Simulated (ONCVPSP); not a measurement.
## Potentials for phosphorus compared

Generated with ld1.x 7.5 (TM, RRKJ, ultrasoft, PAW), atompaw 4.2 or ONCVPSP 4.0.1. The cutoff is in Ry: for ld1.x and atompaw files where the sum of valence levels is converged to 10 mRy in a Bessel basis, for ONCV files where the hardest occupied wave has 1 mHa per electron of residual kinetic energy. The error is the largest all-electron minus pseudo excitation energy over each file’s own four to seven test configurations (ionisations up to +4, promotions, holes and added fractions of an electron), all of which were solved. The labels leave out finer settings (local radius, basis sizes, second energies), which also bear on the numbers. Spin-polarised tests are not counted. The rows are a selection from randomly drawn settings: files with unsolved tests, undetermined cutoffs or missed reference levels are left out.

A true bound ghost makes a file unfit for plane-wave use even where its test errors are small: the radial tests pick states by their node count and pass the ghost by.

```csv
potential,cutoff (Ry),largest error (meV),bound ghosts
"ONCV, PBE, scalar-relativistic, rc 1.45/1.35/1.30 (spd), local smoothed, core correction yes, reference 3s2 3p1.5, qcut 2.4/3.2/5, projectors 2/2/2",79,+29,none
"ONCV, LDA (Perdew-Zunger), scalar-relativistic, rc 0.95/0.95/0.75 (spd), local d, core correction yes, reference 2s2 2p6 3s2 3p3, qcut 11.7/14.2/12.2, projectors 2/2/0",172,+887,none
"ONCV, PBE, scalar-relativistic, rc 1.35/1.50 (sp), local smoothed, core correction no, reference 3s2 3p2, qcut 6/4.6, projectors 2/2",123,+20,s
"ONCV, PBEsol, fully relativistic, rc 1.45/1.65/1.25 (spd), local smoothed, core correction yes, reference 3s2 3p3, qcut 5.4/4.6/8.5, projectors 2/2/1",21,+8.6,none
```

Q: Fill in the row for P: ONCV, PBE, scalar-relativistic, rc 1.15/1.90 (sp), local smoothed, core correction yes, reference 3s2 3p3, qcut 6.4/4, projectors 2/2.

A: cutoff 47 Ry, largest error +12 meV, bound ghosts: s.

Q: Fill in the row for P: ONCV, Wu-Cohen, scalar-relativistic, rc 1.30/1.75 (sp), local smoothed, core correction yes, reference 3s2 3p3, qcut 6.2/4.7, projectors 3/3.

A: cutoff 20 Ry, largest error +38 meV, bound ghosts: s.

Q: Fill in the row for P: ONCV, PBE, non-relativistic, rc 1.45/1.35 (sp), local smoothed, core correction yes, reference 3s2 3p3, qcut 5.7/5.5, projectors 1/1.

A: cutoff 21 Ry, largest error +87 meV, bound ghosts: none.
